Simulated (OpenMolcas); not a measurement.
**V2+, Nb2+, Ta2+: d3 down the group**

```yaml
Program: OpenMolcas 26.06
Method: MS-CASPT2, IPEA 0.25 Eh, imaginary shift 0.1 Eh
Basis: ANO-R3
Scalar_Hamiltonian: X2C, finite nucleus
Spin-orbit_coupling: state interaction with AMFI integrals over the reference wave functions, term energies averaged over their components
```

Active space for each ion: 3 electrons in 5 orbitals (d); closed shells correlated by CASPT2: V2+ 3s 3p; Nb2+ 4s 4p; Ta2+ 5s 5p.

Computed levels in cm-1 above 4F 3/2:

| Level | V2+ | Nb2+ | Ta2+ |
| --- | --- | --- | --- |
| 4F 5/2 | 156 | 522 | 2670 |
| 4F 7/2 | 370 | 1188 | 5120 |
| 4F 9/2 | 637 | 1955 | 7090 |
| 2G 7/2 | 11230 | 9200 | 12020 |
| 4P 1/2 | 11820 | 9040 | 14740 |
| 4P 3/2 | 11880 | 8920 | 15210 |
| 4P 5/2 | 12070 | 10010 | 14370 |
| 2P 1/2 | 14950 | 10890 | 9530 |
| 2D 5/2(1) | 15960 | 13500 | 18580 |
| weight of 4F in the lowest level (%) | 100 | 99 | 88 |

Mixed levels, with the weight of the term that names them: Nb2+ 4P 3/2 (71 %), Ta2+ 4P 1/2 (57 %), Ta2+ 4P 3/2 (52 %), Ta2+ 2P 1/2 (57 %).

Measured, with the error of the calculation in %. Measured levels: V2+ from Sugar and Corliss, J. Phys. Chem. Ref. Data 7, 1191 (1978); Nb2+ from the list in Shadmi, J. Res. Natl. Bur. Stand. 70A, 435 (1966).

```
    Level           V2+          Nb2+
   4F 5/2    146 (+7.2)    516 (+1.1)
   4F 7/2    342 (+8.2)   1177 (+1.0)
   4F 9/2    584 (+9.1)   1939 (+0.8)
   2G 7/2  11966 (-6.1)   9236 (-0.4)
   4P 1/2  11514 (+2.6)   8664 (+4.3)
   4P 3/2  11592 (+2.5)   8608 (+3.6)
   4P 5/2  11770 (+2.5)   9594 (+4.3)
   2P 1/2  15580 (-4.0)              
2D 5/2(1)  16375 (-2.5)  13094 (+3.1)
```

The fine-structure level 4F 9/2 changes by a factor of 11.1 from V2+ to Ta2+.

Without spin-orbit coupling 2G lies 10990, 8390, 7680 cm-1 above 4F in that order; the difference to the level 2G 7/2, of either sign, comes from spin-orbit coupling, which also lowers the zero.

Term energies are means over components that CASPT2 splits; among the terms shown or strongly mixed into the levels shown the widest spread is 980 cm-1 (3d3 4F, V2+). The CASPT2 spread within a term exceeds the gap to the next term for 4d3 2G and 4d3 4P, so the order of their levels is uncertain (figures for Nb2+; the like holds for Ta2+). Levels of configurations with an s electron are missing; early in the row they begin among the upper levels of the d shell and mix with terms of their name (holds for Nb2+). Configurations with an s electron lie low in 5d ions of this charge, fall among these levels and mix in, so low-spin terms can stand far too high, up to twice their true height, and weights are not those of the real levels (holds for Ta2+). Measured partners are found by configuration, term and J. A level has none where our copy of the source lacks it or the pairing is in doubt (some pairs that miss far off the trend of their configuration count as doubtful), and it then counts in no deviation. Only configurations of the active space appear.

A number in round brackets counts repeated terms of one configuration in the order of the reference energies.
